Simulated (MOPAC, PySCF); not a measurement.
CHNO, SMILES `N=C=O`, neutral singlet in the gas phase. 

Cartesian coordinates (Å):
```xyz
4

N     -0.6398     0.4126     0.0748
C      0.4924    -0.0027    -0.0203
O      1.6235    -0.2663    -0.0973
H     -1.4761    -0.1436     0.0429
```
Charge 0, spin multiplicity 1.

All levels are single points at this geometry (B3LYP-D3(BJ)/def2-TZVP); Pople sets use spherical d functions. Orbital energies aren't observables, and empty levels follow the basis.

SVWN5/6-31G* in PySCF gives dipole (D) = 2.21.

Estimate the dipole (D) from each of these levels: B3LYP-D3(BJ)/def2-TZVP in PySCF; B3LYP/3-21G in PySCF; B3LYP/6-31G* in PySCF; BP86/6-31G* in PySCF; PBE/6-31G* in PySCF; HF/3-21G in PySCF; HF/6-31G* in PySCF; HF/STO-3G in PySCF; AM1 in MOPAC; PM3 in MOPAC; PM6 in MOPAC; PM7 in MOPAC.


| level | dipole (D) |
|---|---|
| B3LYP-D3(BJ)/def2-TZVP in PySCF | 2.18 |
| B3LYP/3-21G in PySCF | 2.34 |
| B3LYP/6-31G* in PySCF | 2.21 |
| BP86/6-31G* in PySCF | 2.15 |
| PBE/6-31G* in PySCF | 2.13 |
| HF/3-21G in PySCF | 2.68 |
| HF/6-31G* in PySCF | 2.47 |
| HF/STO-3G in PySCF | 1.80 |
| AM1 in MOPAC | 2.17 |
| PM3 in MOPAC | 2.07 |
| PM6 in MOPAC | 2.31 |
| PM7 in MOPAC | 2.31 |
